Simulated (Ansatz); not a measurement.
Born–Oppenheimer molecular dynamics of FGe$_{2}$H$_{5}$O$_{2}$ (10 atoms, charge 0, multiplicity 1). It starts from a relaxed structure.

These are results of Ansatz, RKS PBE-D4/def2-SVP, not measurements.

```json
{
  "ensemble": "NVE (velocity Verlet)",
  "time step": "0.5 fs",
  "steps asked": "150",
  "starting velocities drawn for": "500 K",
  "masses": "H 2.014 u",
  "seed": "561081"
}
```

First frame:

```xyz
10
Properties=species:S:1:pos:R:3
Ge -0.009 -0.036 -0.080
F -0.079 -0.346 1.662
Ge 2.305 0.002 -0.814
H 2.963 -1.340 -0.414
H 2.339 0.171 -2.350
H 3.032 1.178 -0.124
O -0.764 1.537 -0.439
H -1.738 1.456 -0.403
O -1.081 -1.300 -0.766
H -1.199 -2.017 -0.113
```

Q: How far do the bonds stretch over the last three quarters of this one trajectory? (Pairs bonded in most of those frames.)

A: 
| bond | mean (Å) | spread (Å) | shortest | longest |
| --- | --- | --- | --- | --- |
| Ge1–F2 | 1.769 | 0.024 | 1.73 | 1.81 |
| Ge1–Ge3 | 2.429 | 0.017 | 2.40 | 2.46 |
| Ge1–O7 | 1.799 | 0.044 | 1.73 | 1.86 |
| Ge1–O9 | 1.797 | 0.006 | 1.79 | 1.81 |
| Ge3–H4 | 1.555 | 0.028 | 1.51 | 1.60 |
| Ge3–H5 | 1.552 | 0.026 | 1.51 | 1.59 |
| Ge3–H6 | 1.547 | 0.021 | 1.51 | 1.58 |
| O7–H8 | 0.981 | 0.010 | 0.96 | 1.00 |
| O9–H10 | 0.977 | 0.008 | 0.96 | 0.99 |

Mean temperature of the second half: 247 K. The conserved energy stayed within 0.044 meV per atom of its start (net change 0.017 meV per atom), so the integration is sound. Over the second half the temperature averaged 0.49 of the 500 K drawn at the start: a run that starts near a minimum puts about half its kinetic energy into the potential. A run of 0.075 ps of so small a system gives no equilibrium averages.

The run took 3.1 min on 4 threads of Arm Neoverse V2, with other jobs on the host, peak memory 0.14 GiB.
